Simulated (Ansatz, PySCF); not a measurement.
Spin states of Br4Mo (SMILES [Br][Mo]([Br])([Br])[Br]), each relaxed with B3LYP-D3(BJ)/def2-TZVP.
State 1 (charge 0, multiplicity 3):
```xyz
5

Mo    -0.01063     0.00599    -0.01148
Br     1.84170    -0.55781    -1.41561
Br     0.76114     0.35396     2.22546
Br    -1.04344     2.00645    -0.81899
Br    -1.60254    -1.77886    -0.03669
```
State 2 (charge 0, multiplicity 1):
```xyz
5

Mo    -0.0086     0.0065    -0.0118
Br     1.7850    -0.6546    -1.4390
Br     0.7153     0.4574     2.2163
Br    -1.0170     2.0499    -0.7182
Br    -1.5286    -1.8295    -0.1045
```

Singlets are restricted, other states unrestricted; no spin–orbit coupling, no relativity up to Kr; see below for the cores. The largest T1 diagnostic is 0.018.

Correlated levels freeze the inner cores; with def2 sets outer-core shells near the valence are correlated too.

Codes used: Ansatz (Gaussian orbitals); PySCF for the dispersion terms. Values without a source in brackets are computed. In def2 rows elements past Kr take small-core potentials, without spin–orbit coupling.

PBE/def2-TZVPP gives 21.74 kcal/mol for the energy of the multiplicity-1 state less that of the multiplicity-3 state.

### Question
Predict the shift from PBE, with its sign, for: PBE-D3(BJ)/def2-TZVPP, r2SCAN/def2-TZVPP, B3LYP/def2-TZVPP, wB97M-V/def2-TZVPP, B2PLYP/def2-TZVPP.

### Answer
PBE-D3(BJ)/def2-TZVPP -0.02; r2SCAN/def2-TZVPP 6.06; B3LYP/def2-TZVPP 1.81; wB97M-V/def2-TZVPP 1.48; B2PLYP/def2-TZVPP 0.65 kcal/mol. 4 of 5 lie above PBE; the widest gap is to r2SCAN/def2-TZVPP.

Doubts at one or more of the structures used: a restricted determinant that unrestricted orbitals would lower (B2PLYP/def2-TZVPP).

Ansatz is a program for electronic structure.
